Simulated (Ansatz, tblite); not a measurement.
Cost and result up the ladder for InH₂Br (4 atoms). The state is a singlet with charge 0. Geometry: r2SCAN-D4/def2-TZVP.

Cartesian coordinates in Å:
```
In -0.049 -0.284 0.068
H -0.072 -1.287 -1.307
H -0.241 -0.530 1.741
Br 0.362 2.102 -0.502
```

Ansatz on 4 threads of Arm Neoverse V2 on a shared host; xTB runs through tblite on one thread. Times are rough, summed over both states, and most runs start from the orbitals of an earlier one. PBE0-D4/def2-TZVP serves as the yardstick here, not as an exact answer. The other state is a triplet.

In the def2 sets In takes a core potential; there is no spin–orbit coupling. The xTB rows come from tblite.

xTB has no spin-polarisation term.

| level | functions | wall time | vertical triplet (eV) | difference from PBE0-D4/def2-TZVP (eV) |
| --- | --- | --- | --- | --- |
| GFN1-xTB | 22 | 0.004 s | 5.96 | 1.44 |
| GFN2-xTB | 20 | 0.004 s | 4.31 | -0.21 |
| PBE-D4/def2-TZVP (with forces) | 110 | 1.9 s | 4.19 | -0.33 |
| PBE0-D4/def2-TZVP | 110 | 3.1 s | 4.52 | 0.00 |
| r2SCAN-D4/def2-TZVP | 110 | 4 s | 4.31 | -0.21 |
